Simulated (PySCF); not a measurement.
Species: `CS[Si@@H](CF)[C@@H](F)C[SiH3]`. The columns A, B, C and D hold Mulliken, IAO, Hirshfeld and ESP-fitted charges (e) of one PBE0/pcSseg-1 density (PySCF), in a shuffled order. Coordinates in Å (GFN2-xTB); the density's dipole moment is (-0.26, 0.44, -0.69) D.

```csv
atom,x,y,z,A,B,C,D
C1,-3.524,0.732,-0.291,-0.374,-0.391,-0.495,-0.113
S2,-1.799,1.319,-0.361,-0.246,-0.326,-0.193,-0.095
Si3,-0.835,-0.191,0.813,+0.129,+0.719,+0.811,+0.325
C4,-1.004,-1.930,0.009,+0.137,-0.132,-0.243,-0.068
F5,-2.311,-2.372,0.106,-0.257,-0.345,-0.327,-0.120
C6,1.028,0.262,0.833,+0.128,-0.117,-0.076,-0.021
F7,1.678,-0.736,1.558,-0.248,-0.342,-0.333,-0.113
C8,1.663,0.376,-0.543,-0.208,-0.544,-0.545,-0.167
Si9,3.510,0.855,-0.464,+0.411,+0.510,+0.604,+0.316
H10,-3.877,0.773,0.734,+0.152,+0.158,+0.160,+0.048
H11,-3.585,-0.280,-0.674,+0.158,+0.168,+0.167,+0.042
H12,-4.106,1.404,-0.913,+0.193,+0.161,+0.172,+0.054
H13,-1.404,-0.243,2.159,-0.003,-0.030,-0.116,-0.071
H14,-0.387,-2.676,0.515,+0.068,+0.139,+0.157,+0.046
H15,-0.761,-1.937,-1.058,+0.050,+0.137,+0.149,+0.042
H16,1.198,1.181,1.404,+0.088,+0.143,+0.144,+0.040
H17,1.100,1.120,-1.106,+0.070,+0.173,+0.162,+0.042
H18,1.547,-0.578,-1.061,+0.072,+0.151,+0.146,+0.041
H19,4.024,0.856,-1.835,-0.116,-0.085,-0.116,-0.076
H20,3.601,2.195,0.121,-0.110,-0.084,-0.120,-0.076
H21,4.235,-0.113,0.353,-0.096,-0.062,-0.108,-0.074
```

**Question.** Which column most likely holds the ESP-fitted charges?

**Answer.** A. Σ q r misses the density's dipole by 0.04 D (A), 0.66 D (D), 1.76 D (B), 2.76 D (C). Charges fitted to the outside potential are the only set here that is tied to the molecule's multipoles.

**Question.** And the Hirshfeld charges?

**Answer.** D. The mean sizes are 0.095 e (D), 0.158 e (A), 0.234 e (B), 0.254 e (C), and Hirshfeld charges are commonly the smallest of these schemes.

As computed, A = ESP-fitted, B = Mulliken, C = IAO, D = Hirshfeld. Hydrogens on carbon: ESP-fitted +0.05 to +0.19, Mulliken +0.14 to +0.17, IAO +0.14 to +0.17, Hirshfeld +0.04 to +0.05 e.

The ESP scheme fits charges at the nuclei, held to the total charge, to the electrostatic potential on points at 1.4 to 2.0 times the van der Waals radii. The Mulliken scheme gives each basis function's population to the atom it is centred on and halves the overlap population of two atoms between them.

One conformer (not necessarily the lowest) at the GFN2-xTB geometry, without solvent, vibrations or thermal averaging.

Conformer computed: `[CH3:1][S:2][Si@@H:3]([CH2:4][F:5])[C@@H:6]([F:7])[CH2:8][SiH3:9]`: C1–S2–Si3–C4 62°, S2–Si3–C4–F5 -71°, S2–Si3–C6–F7 -178°, Si3–C6–C8–Si9 179°.
